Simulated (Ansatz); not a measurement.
Basis sets compared for SnHMe2(OAc) (C₄H₁₀O₂Sn). Total charge 0; singlet. Geometry PBE-D4/def2-SVP. Ansatz on 2 threads of AMD EPYC 7R13 on a shared host and a share (18 GiB) of an NVIDIA H100 80GB HBM3; times are rough, and most runs start from earlier orbitals.

```xyz
17

Sn   -0.3254   -0.7947    0.8165
H    -0.2587   -0.3775    2.4936
C    -2.2773   -1.5732    0.2819
H    -2.3197   -1.7502   -0.8098
H    -3.0613   -0.8438    0.5610
H    -2.4638   -2.5274    0.8125
C     1.2689   -2.0138    0.0226
H     2.2342   -1.6546    0.4230
H     1.2683   -1.9141   -1.0806
H     1.1065   -3.0764    0.2903
O    -0.5016    0.9921   -0.3348
C     0.6364    1.6228   -0.1279
C     0.7798    2.9450   -0.8478
O     1.5169    1.1503    0.6065
H     1.7512    3.4106   -0.6080
H    -0.0493    3.6205   -0.5581
H     0.6950    2.7842   -1.9410
```

In the def2 sets Sn takes a core potential; there is no spin–orbit coupling.

Binding counts from free atoms (Sn triplet, H doublet, C triplet, O triplet) in the same basis, without a counterpoise term.

```csv
level,functions,energy (Eh),HOMO (eV),LUMO (eV),binding per atom (eV),wall time
LDA (SPW92)/def2-TZVP,296,-520.4541,-6.29,-1.14,4.58,4.6 s
PBE-D4/def2-SVP,160,-522.6277,-5.89,-0.60,4.10,2.9 s
PBE-D4/def2-TZVP,296,-522.9945,-6.11,-0.88,4.07,6 s
PBE0-D4/def2-SVP,160,-522.6589,-7.52,0.29,4.02,4.5 s
PBE0-D4/def2-TZVP (with forces),296,-523.0196,-7.63,0.01,3.99,7 s
```

(1) Estimate the rows for LDA (SPW92)/def2-TZVPD, PBE-D4/def2-TZVPD, PBE0-D4/def2-TZVPD.

Answers

(1) 
| level | functions | energy (Eh) | HOMO (eV) | LUMO (eV) | binding per atom (eV) | wall time |
| --- | --- | --- | --- | --- | --- | --- |
| LDA (SPW92)/def2-TZVPD | 374 | -520.4565 | -6.33 | -1.21 | 4.58 | 5.5 s |
| PBE-D4/def2-TZVPD | 374 | -522.9967 | -6.16 | -0.99 | 4.07 | 4.7 s |
| PBE0-D4/def2-TZVPD | 374 | -523.0214 | -7.66 | -0.17 | 3.99 | 9.1 s |
